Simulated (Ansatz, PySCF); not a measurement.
Stretching the C3–H5 bond in C2H6Zn (SMILES C[CH2][ZnH]) (multiplicity 1 held, fragments rigid). Energies count from the point at 1.095 Å.
Geometry at that point (charge 0, multiplicity 1):
```xyz
9

Zn    -0.1040     0.1481     0.8335
H     -0.3450     0.8644     2.1845
C      0.2022    -0.7601    -0.8850
C      0.1842     0.1511    -2.1212
H     -0.5549    -1.5440    -0.9868
H      1.1618    -1.2826    -0.8191
H      0.9537     0.9247    -2.0678
H     -0.7747     0.6615    -2.2367
H      0.3601    -0.4128    -3.0427
```

Restricted levels (R-, RO-) in cc, def2 and unpolarised 6-31G sets keep to the state of the molecule at rest. Unrestricted levels (U-) break spin symmetry where that is lower. Left out are points that failed, MP2 points in a non-variational dive below the minimum, coupled-cluster points behind a sign of a changed root (a jump of the amplitudes, or a one-step jump against full CI or MRCI), small-basis points behind a change of solution, and semi-empirical points at long bonds. Levels need not reach the same state.

Rows in LANL2DZ carry no dispersion term and start afresh at each structure. LANL2DZ brings its own core potentials from Na on.

The values were computed with Ansatz (Gaussian orbitals); PySCF for LANL2DZ rows. Values without a source in brackets are computed.

Energies in eV.

```json
[
 {"R (Å)": "0.876", "R-PBE/def2-TZVPP": "1.27", "R-BP86/LANL2DZ": "1.39", "U-B3LYP/def2-TZVPP": "1.20", "R-wB97X-V/def2-TZVPP": "1.24"},
 {"R (Å)": "0.985", "R-PBE/def2-TZVPP": "0.27", "R-BP86/LANL2DZ": "0.31", "U-B3LYP/def2-TZVPP": "0.23", "R-wB97X-V/def2-TZVPP": "0.25"},
 {"R (Å)": "1.095", "R-PBE/def2-TZVPP": "0.00", "R-BP86/LANL2DZ": "0.00", "U-B3LYP/def2-TZVPP": "0.00", "R-wB97X-V/def2-TZVPP": "0.00"},
 {"R (Å)": "1.204", "R-PBE/def2-TZVPP": "0.13", "R-BP86/LANL2DZ": "0.10", "U-B3LYP/def2-TZVPP": "0.16", "R-wB97X-V/def2-TZVPP": "0.15"},
 {"R (Å)": "1.313", "R-PBE/def2-TZVPP": "0.46", "R-BP86/LANL2DZ": "0.42", "U-B3LYP/def2-TZVPP": "0.51", "R-wB97X-V/def2-TZVPP": "0.52"},
 {"R (Å)": "1.478", "R-PBE/def2-TZVPP": "1.11", "R-BP86/LANL2DZ": "1.06", "U-B3LYP/def2-TZVPP": "1.19", "R-wB97X-V/def2-TZVPP": "1.23"},
 {"R (Å)": "1.642", "R-PBE/def2-TZVPP": "1.79", "R-BP86/LANL2DZ": "1.74", "U-B3LYP/def2-TZVPP": "1.90", "R-wB97X-V/def2-TZVPP": "1.98"},
 {"R (Å)": "1.916", "R-PBE/def2-TZVPP": "2.82", "R-BP86/LANL2DZ": "2.78", "U-B3LYP/def2-TZVPP": "2.96", "R-wB97X-V/def2-TZVPP": "3.15"},
 {"R (Å)": "2.189", "R-PBE/def2-TZVPP": "3.64", "R-BP86/LANL2DZ": "3.62", "U-B3LYP/def2-TZVPP": "3.78", "R-wB97X-V/def2-TZVPP": "4.13"},
 {"R (Å)": "2.518", "R-PBE/def2-TZVPP": "4.38", "R-BP86/LANL2DZ": "4.38", "U-B3LYP/def2-TZVPP": "4.28", "R-wB97X-V/def2-TZVPP": "5.07"},
 {"R (Å)": "2.955", "R-PBE/def2-TZVPP": "5.04", "R-BP86/LANL2DZ": "5.06", "U-B3LYP/def2-TZVPP": "4.54", "R-wB97X-V/def2-TZVPP": "6.01"},
 {"R (Å)": "3.503", "R-PBE/def2-TZVPP": "5.52", "R-BP86/LANL2DZ": "left out", "U-B3LYP/def2-TZVPP": "4.64", "R-wB97X-V/def2-TZVPP": "6.83"}
]
```

Doubts at one or more of the structures used: a restricted determinant that unrestricted orbitals would lower (R-PBE/def2-TZVPP, R-wB97X-V/def2-TZVPP); a spin-contaminated determinant (U-B3LYP/def2-TZVPP).

Ansatz is a quantum-chemistry and plane-wave program.
